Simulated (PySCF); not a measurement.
CS (SMILES [C-]#[S+]), singlet, geometry from GFN2-xTB. Base run: DF-SVWN5/cc-pVDZ run with PySCF.

Input for PySCF:
```python
from pyscf import gto, scf, dft

mol = gto.M(
    atom='''
C    -0.000000   -0.000000   -1.106358
S     0.000000    0.000000    0.414884
''',
    basis='cc-pvdz',
    charge=0,
    spin=0,
    verbose=3,
)

mf = dft.RKS(mol)
mf.xc = 'lda,vwn'
mf = mf.density_fit(auxbasis='def2-universal-jkfit')
mf.kernel()
mf.analyze()
```

Variants of this job, named by their change:

```csv
change,basis functions,E (Eh),HOMO (eV),HOMO-LUMO gap (eV),dipole (D)
base,32,-434.48698,-7.11,3.94,1.93
basis = STO-3G,14,-429.55456,-3.38,4.25,1.67
basis = LANL2DZ,17,-47.69116,-6.99,3.77,1.84
basis = def2-SV(P),32,-434.32983,-7.18,3.92,2.02
basis = def2-SVP,32,-434.32983,-7.18,3.92,2.02
basis = 6-31G*,32,-434.45670,-7.03,3.92,1.74
basis = pc-1,32,-434.48289,-7.23,3.89,1.94
basis = 6-31+G*,40,-434.46396,-7.42,3.99,1.96
basis = cc-pV(T+d)Z,69,-434.52064,-7.29,3.84,2.08
basis = def2-TZVPP,73,-434.51587,-7.37,3.86,2.11
basis = aug-cc-pVTZ,96,-434.51998,-7.42,3.90,2.11
basis = cc-pVQZ,114,-434.52582,-7.35,3.86,2.10
basis = def2-QZVPP,127,-434.53537,-7.36,3.83,2.13
```

Totals compare only among sets that treat the same electrons; sets with core potentials leave the core out.
